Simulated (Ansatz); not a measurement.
A CCSD(T) single point on `[NH2][SnH]([NH2])[NH2]`.

```yaml
crystal:
  periodic: [false, false, false]
  atoms:
    - {symbol: N, position_ang: [-0.709552, 1.735372, 0.334111]}
    - {symbol: Sn, position_ang: [0.489402, 0.126054, 0.075330]}
    - {symbol: N, position_ang: [0.202171, -1.344019, 1.427675]}
    - {symbol: N, position_ang: [-0.139301, -0.800091, -1.608546]}
    - {symbol: H, position_ang: [-1.588691, 1.677965, -0.162816]}
    - {symbol: H, position_ang: [-0.278776, 2.624516, 0.120331]}
    - {symbol: H, position_ang: [2.110336, 0.662886, 0.202831]}
    - {symbol: H, position_ang: [0.477016, -1.094242, 2.368793]}
    - {symbol: H, position_ang: [-0.759286, -1.658944, 1.463980]}
    - {symbol: H, position_ang: [-0.010001, -0.271241, -2.460801]}
    - {symbol: H, position_ang: [0.272082, -1.715256, -1.740390]}
basis:
  gaussian: {orbitals: def2-TZVPP}
correlation: {method: ccsd_t}
output: {orbitals: {seedname: orbitals}}
```

```sh
$ ansatz run in.yaml --threads 4 --pin off --events-out ev --progress --plain --max-ram 10444MiB
```

Output of Ansatz, abridged:

```
Functional definition: HF
1584 factors; integrals over basis functions are off by at most 1.1e-3 eV
mean field evaluation 1: about -10357.0460 eV, gradient 5.7e1 eV
mean field evaluation 2: about -10357.2046 eV, gradient 5.8e1 eV
mean field evaluation 4: about -10363.7536 eV, gradient 3.4e0 eV
mean field evaluation 8: about -10363.8121 eV, gradient 2.2e-1 eV
mean field -10363.81238094 eV, -380.8630801550 hartree, gradient 3.0e-6 eV, S^2 0.000000; 0 other end points of the search recorded, 0 dependent functions left out
7 core orbitals not correlated: weight in the atoms' cores, before any rotation towards them, 1.000 or more for the frozen orbitals, at most 0.000 for the correlated occupied ones
reference -10363.81238094 eV, -380.8630801550 hartree; 18, 18 occupied and 216, 216 virtual orbitals, 1584 factors
second order -26.89443014 eV of doubles, -0.00000000 eV of singles
cycle   1  -26.66728925 eV  change    2.3e-1 eV  update   1.1e-1
cycle   2  -27.27834168 eV  change   -6.1e-1 eV  update   3.1e-2
cycle   3  -27.40207367 eV  change   -1.2e-1 eV  update   1.6e-2
cycle   4  -27.38876942 eV  change    1.3e-2 eV  update   3.9e-3
cycle   5  -27.38766806 eV  change    1.1e-3 eV  update   2.0e-3
cycle   6  -27.38844842 eV  change   -7.8e-4 eV  update   6.6e-4
cycle   7  -27.38815650 eV  change    2.9e-4 eV  update   3.0e-4
cycle   8  -27.38809702 eV  change    5.9e-5 eV  update   1.0e-4
cycle   9  -27.38813613 eV  change   -3.9e-5 eV  update   3.9e-5
perturbative correction -0.99226251 eV, -0.0364649748 hartree
Total energy: -10392.19277958 eV, -381.9060405682 hartree
```

Hardware: 4 threads of an Intel Xeon Platinum 8259CL on a shared host. Wall time 120 s, peak host memory 5.3 GiB.

The correlation energy is -28.380 eV, 3.5 % of it from (T); the T1 diagnostic reads 0.0122.
